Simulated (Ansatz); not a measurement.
One change: `B[Se]CC` becomes `B[Se]CF`.

Ansatz, PBE0-D4/def2-TZVP geometries, multiplicity 1. Each molecule was computed in one conformer, which needn't be the lowest.

Scalar relativity is left out up to krypton. Spin–orbit coupling is left out; it splits and shifts lone-pair levels of the heavy atoms by tenths of an eV.

| property | `B[Se]CC` |
| --- | --- |
| HOMO energy (B3LYP/def2-TZVPP) / eV | -7.14 |
| HOMO energy (PBE/def2-TZVPP) / eV | -6.35 |
| size of the dipole moment (B3LYP/def2-TZVPP) / D | 1.77 |
| HOMO–LUMO gap (B3LYP/def2-TZVPP) / eV | 5.72 |
| HOMO–LUMO gap (PBE/def2-TZVPP) / eV | 4.21 |
| LUMO energy (B3LYP/def2-TZVPP) / eV | -1.42 |

What does the change do to each property? (An estimate is asked.)

Computed: 
| property | `B[Se]CF` | shift |
| --- | --- | --- |
| HOMO energy (B3LYP/def2-TZVPP) / eV | -7.69 | -0.55 |
| HOMO energy (PBE/def2-TZVPP) / eV | -6.88 | -0.53 |
| size of the dipole moment (B3LYP/def2-TZVPP) / D | 1.47 | -0.30 |
| HOMO–LUMO gap (B3LYP/def2-TZVPP) / eV | 5.96 | 0.24 |
| HOMO–LUMO gap (PBE/def2-TZVPP) / eV | 4.42 | 0.21 |
| LUMO energy (B3LYP/def2-TZVPP) / eV | -1.74 | -0.32 |

With PBE0 the HOMO falls by 0.56 eV and the LUMO falls by 0.31 eV, so the gap widens by about 0.25 eV. PBE moves the HOMO by -0.53 eV and ωB97M-V by -0.57 eV. Dipoles are sizes alone; their direction can turn.

B3LYP here is the variant with VWN-RPA as its local correlation; programs differ in this.
